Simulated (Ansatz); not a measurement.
Reaction (ligand exchange at the Si–I bond): `Cl[SiH](Cl)I` + `C=C[SiH2]S` → `C=C[SiH2]S[SiH](Cl)Cl` + HI

Gas-phase electronic energies from Ansatz, PBE0-D4/def2-TZVP geometries. CCSD(T)/CBS adds triple-zeta CCSD(T) − MP2 to the extrapolated MP2 energy (def2 sets, frozen cores). DFT in def2-TZVPP. Elements past krypton have def2 core potentials. For I outer-core shells are correlated without core-valence functions, which leaves a few kJ/mol of doubt a bond. Each species was taken in one conformer, which may not be the lowest.

```csv
species,r2SCAN energy (Eh)
`Cl[SiH](Cl)I`,-1508.41678
`C=C[SiH2]S`,-767.45805
`C=C[SiH2]S[SiH](Cl)Cl`,-1977.44984
HI,-298.42083
```

(1) Work out ΔE.

Largest T1 diagnostic among the species: 0.011.

## Answers

(1) ΔE = (-1977.44984) + (-298.42083) − (-1508.41678) − (-767.45805) = 0.00416 Eh = +0.11 eV. CCSD(T)/CBS gives +0.10 eV.

In def2-TZVPP, CCSD(T) changes the Hartree–Fock value by −0.19 eV (the triples alone add −0.03 eV) and MP2 by −0.17 eV. The D4 term adds −0.17 eV with B3LYP and −0.11 eV with PBE0; it sums over pairs of atoms, weighted by their polarisabilities, and B3LYP, whose exchange is more repulsive, gets the larger term.

B3LYP here is the variant with VWN-RPA as its local correlation; programs differ in this.
